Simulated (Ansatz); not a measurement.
`[OH][GeH]([OH])[GeH3]` + CH₃OH → `C[O][GeH]([OH])[OH]` + GeH₄  (cleavage of the Ge–Ge bond)

Program: Ansatz. Geometries: PBE0-D4/def2-TZVP. ΔE: electronic, gas phase. CCSD(T)/CBS is the MP2 limit (def2-TZVPP, def2-QZVPP) plus CCSD(T) − MP2 in def2-TZVPP, frozen cores. This one scheme is used for every species. DFT in def2-TZVPP. For Ge outer-core shells are correlated without core-valence functions, which leaves a few kJ/mol of doubt a bond. Scalar relativity is left out up to krypton. Each species was taken in one conformer, which may not be the lowest.

`[OH][GeH]([OH])[GeH3]`:

Cartesian coordinates in Å:
```
O -0.706 1.453 -1.187
Ge 0.127 0.674 0.188
O 1.871 0.735 -0.150
Ge -0.421 -1.680 0.262
H -1.191 2.238 -0.924
H -0.202 1.518 1.446
H 2.152 1.596 -0.472
H 0.422 -2.379 1.338
H -1.909 -1.843 0.608
H -0.142 -2.310 -1.108
```

CH₃OH:

Z-matrix (Å, degrees):
```
C
O 1 1.409
H 1 1.097 2 112.4
H 1 1.090 2 107.0 3 -118.5
H 1 1.097 2 112.4 3 123.0
H 2 0.959 1 108.5 3 -61.6
```

`C[O][GeH]([OH])[OH]`:

Cartesian coordinates in Å:
```
C -1.749 0.177 0.255
O -0.425 0.405 0.686
Ge 0.915 -0.478 -0.059
O 2.318 0.144 0.802
O 1.071 -0.102 -1.774
H -2.411 0.795 0.864
H -1.888 0.451 -0.797
H -2.049 -0.871 0.383
H 0.739 -1.995 0.024
H 2.046 0.699 1.539
H 1.432 0.776 -1.923
```

GeH₄:

Cartesian coordinates in Å:
```
Ge 0.000 0.000 0.000
H -1.448 -0.355 -0.363
H 0.950 -0.596 -1.047
H 0.336 -0.575 1.382
H 0.162 1.525 0.028
```

```
             level  ΔE (kJ/mol)
           ωB97X-V        -32.7
           ωB97M-V        -29.7
CCSD(T)/def2-TZVPP        -34.4
    MP2/def2-QZVPP        -32.6
```

Q: What does CCSD(T)/CBS give? (Estimate.)

A: Computed: -28.6 kJ/mol. The listed levels differ from it by -4.1, -1.1, -5.8, -4.0 kJ/mol.

Largest T1 diagnostic among the species: 0.012.

From PBE to PBE0 (25 % exact exchange), in def2-TZVPP and without D4, ΔE moves by −4.1 kJ/mol. In def2-TZVPP, CCSD(T) changes the Hartree–Fock value by +11.6 kJ/mol (the triples alone add −0.1 kJ/mol) and MP2 by +10.3 kJ/mol.
